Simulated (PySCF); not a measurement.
Species: SnEt3Br, C₆H₁₅BrSn.
Geometry (PBE0-D3(BJ)/def2-SVP, Å), atoms numbered from 1 in this order:
```
atom  x, y, z in Å
Sn1   -0.004    0.001   -0.015
C2    -0.396   -0.196    2.100
C3    -0.013   -1.557    2.662
H4    -1.469    0.008    2.240
H5     0.149    0.620    2.605
H6    -0.258   -1.634    3.734
H7    -0.543   -2.370    2.141
H8     1.066   -1.755    2.561
C9     2.061   -0.291   -0.574
C10    2.246   -0.510   -2.068
H11    2.408   -1.164    0.002
H12    2.635    0.578   -0.211
H13    3.302   -0.704   -2.320
H14    1.657   -1.371   -2.421
H15    1.927    0.366   -2.656
C16   -1.029    1.661   -0.944
C17   -2.543    1.533   -0.850
H18   -0.694    1.692   -1.993
H19   -0.669    2.586   -0.465
H20   -3.051    2.370   -1.357
H21   -2.896    0.600   -1.315
H22   -2.891    1.527    0.195
Br23  -1.136   -2.001   -1.074
```

Theory: TDDFT CAM-B3LYP/def2-SVPD, vertical, gas phase, core orbitals frozen in the response, def2 core potentials past Kr (PySCF). Spin–orbit coupling is left out.

Transition dipole moments from the ground state, in atomic units and in the frame of the coordinates above (overall signs are arbitrary), for the states with f of 0.002 or more among the lowest 7:

```csv
state,E (eV),μx,μy,μz
S1,6.073,-0.084,-0.160,0.378
S2,6.084,0.345,-0.188,-0.010
S3,6.580,0.178,0.250,-0.708
S4,6.602,0.692,-0.411,0.037
S5,6.944,-0.151,-0.104,0.343
S6,6.957,-0.345,0.225,-0.054
S7,7.384,0.113,0.225,0.093
```

Problem. Work out the oscillator strengths.

Solution. f = (2/3) ΔE |μ|² with ΔE in hartree (27.2114 eV).

```csv
state,|μ|² (au),|μ| (D),f
S1,0.175,1.06,0.026
S2,0.155,1.00,0.023
S3,0.596,1.96,0.096
S4,0.649,2.05,0.105
S5,0.151,0.99,0.026
S6,0.173,1.06,0.029
S7,0.072,0.68,0.013
```

Problem. Which bond between heavy atoms lies closest to the direction of the S4 transition dipole?

Solution. Sn1–C9, at 29° from it; next Sn1–C16 and C16–C17 at 35°.

Problem. What angle do the transition dipoles of S4 and S7 make?

Solution. |cos θ| = |μa·μb| / (|μa| |μb|) = 0.05, so θ ≈ 87° (taken between 0 and 90°, since the signs are arbitrary).

Problem. What peak molar absorption coefficient would the strongest computed level give as a lone Gaussian band 0.3 eV wide at half height?

Solution. ε(max) = 2.175×10⁸ f / FWHM, with the width in cm⁻¹. S4: 2.175×10⁸ × 0.1049 / 2420 ≈ 9400 L mol⁻¹ cm⁻¹.

One conformer stands for the species.
